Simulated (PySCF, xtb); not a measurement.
C2H4BBrO, SMILES C=CB(O)Br.

GFN2-xTB (xtb) at its own geometry gives an orbital gap of 3.71 eV and a dipole moment of 3.95 D.

Geometry: B3LYP-D3(BJ)/def2-SVP. The structure was generated by enumeration, and PubChem lists no compound with its InChIKey, so it may never have been made. One conformer was computed; it need not be the lowest.

### Question
What does PBE/def2-TZVP run with PySCF give? (An estimate is asked for; the answer gives what the named calculation found.)

### Answer
gap 4.56 eV (levels -7.02 and -2.46 eV), dipole 1.07 D.
